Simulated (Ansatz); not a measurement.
Reaction (germylene loss): `O[SiH2][O][GeH3]` → `O[SiH2]O` + `[GeH2]`

Computed with Ansatz on PBE0-D4/def2-TZVP structures; ΔE is electronic, products minus reactants. CBS: MP2 limit from def2 TZ/QZ plus the TZ coupled-cluster correction, frozen cores. For Ge outer-core shells are correlated without core-valence functions, which leaves a few kJ/mol of doubt a bond. Scalar relativity is left out up to krypton. Each species was taken in one conformer, which may not be the lowest.

```json
{"level": "HF/def2-TZVPP", "ΔE (kcal/mol)": "46.3"}
{"level": "CCSD/def2-TZVPP", "ΔE (kcal/mol)": "49.6"}
```

**Question.** What does CCSD(T)/CBS give? (Best estimate.)

**Answer.** Computed: +48.9 kcal/mol. The listed levels differ from it by -2.6, 0.7 kcal/mol.

Largest T1 diagnostic among the species: 0.012.

The D4 term adds +3.0 kcal/mol with B3LYP and +1.7 kcal/mol with PBE0; it sums over pairs of atoms, weighted by their polarisabilities, and B3LYP, whose exchange is more repulsive, gets the larger term. From BLYP to BHLYP (50 % exact exchange), in def2-TZVPP and without D4, ΔE moves by +7.8 kcal/mol.

B3LYP here is the variant with VWN-RPA as its local correlation; programs differ in this.
